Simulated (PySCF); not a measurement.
Sb(Br)2(OH) (Br₂HOSb), SMILES [OH][Sb]([Br])[Br].

Coordinates come from a PBE0-D3(BJ)/def2-SVP optimisation. The structure was generated by enumeration; whether it is a known compound was not checked. The def2 effective core potentials stand for the cores of Sb; spin–orbit coupling is left out. The values are those of a single conformer.

The numbers are results of PBE/def2-TZVP in PySCF, not measurements.

Symmetry labels are those of the subgroup Cs that the program uses (full group Cs).

**Question.** List the valence orbital energies around the gap with their symmetry. (An estimate is asked for; the answer gives what the named calculation found.)

**Answer.** 
| orbital | symmetry | energy (eV) |
|---|---|---|
| HOMO−7 | A" | -9.58 |
| HOMO−6 | A' | -9.12 |
| HOMO−5 | A' | -8.32 |
| HOMO−4 | A" | -7.92 |
| HOMO−3 | A' | -7.53 |
| HOMO−2 | A" | -7.26 |
| HOMO−1 | A' | -7.12 |
| HOMO | A" | -7.10 |
| LUMO | A' | -2.74 |
| LUMO+1 | A" | -2.54 |
| LUMO+2 | A' | -1.96 |
| LUMO+3 | A' | 0.62 |
